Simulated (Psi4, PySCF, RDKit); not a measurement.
Relaxed torsion scan: SMILES C#C[SiH2]C=O (C3H4OSi). Scanned: dihedral C2–Si3–C4–O5; all other coordinates were relaxed at GFN2-xTB. Points at φ and −φ are mirror images. Heavy atoms are numbered in the order of the SMILES C#C[SiH2]C=O, hydrogens after them in the order of the atoms that carry them; the mirror image has the same energies with the sign of each dihedral reversed.

Levels: RMP2/6-31G* = PySCF with restricted MP2 (frozen core)/6-31G*, spherical d // GFN2-xTB; PBE/def2-TZVP // GFN2-xTB (Psi4); UFF // GFN2-xTB (RDKit).

Energies in kcal/mol, each method relative to its own lowest point.

```csv
φ / °,RMP2/6-31G*,PBE/def2-TZVP,UFF
-160,0.11,0.01,0.81
-140,0.29,0.06,1.47
-120,0.45,0.20,1.55
-100,0.61,0.50,1.58
-80,0.80,0.89,0.91
-60,0.97,1.14,0.08
-40,1.00,1.01,0.83
-20,0.90,0.66,1.56
0,0.83,0.47,1.62
20,0.90,0.66,1.56
40,1.00,1.01,0.83
60,0.97,1.14,0.08
80,0.80,0.89,0.91
100,0.61,0.50,1.58
120,0.45,0.20,1.55
140,0.29,0.06,1.47
160,0.11,0.01,0.81
180,0.00,0.00,0.00
```
